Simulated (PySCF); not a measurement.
Computed shifts of a molecule CH9ClOSi3, PBE0/pcSseg-1 run with PySCF, GIAO, gas phase, atoms alike by connectivity averaged where their shifts nearly agree, in ppm (number of nuclei): ¹³C: 57.0 (1). ²⁹Si: -4.8 (1), -28.0 (1), -110.3 (1). ¹H: 5.83 (1), 5.63 (1), 5.48 (1), 3.94 (3), 3.72 (3). References: ¹³C against TMS (σ = 186.3 ppm); ¹⁷O against H2O (σ = 334.2 ppm); ²⁹Si against TMS (σ = 352.7 ppm); ³⁵Cl against HCl (σ = 945.9 ppm); ¹H against TMS (σ = 31.56 ppm), references at their B3LYP-D3(BJ)/def2-TZVP geometries, non-relativistic (without spin–orbit terms, shifts of atoms bonded to Cl or Br come out too high). The structure is a stationary point at B3LYP-D3(BJ)/def2-SVP. The values are those of a single conformer.

Task: Which molecule gave these data?
A) CO[Si@H]([SiH3])[SiH2]Cl
B) O[Si@@H](Cl)C[SiH2][SiH3]
C) C[Si@H](Cl)[SiH2]O[SiH3]
D) C[Si@H](O)[Si@H]([SiH3])Cl

Result: A, CO[Si@H]([SiH3])[SiH2]Cl
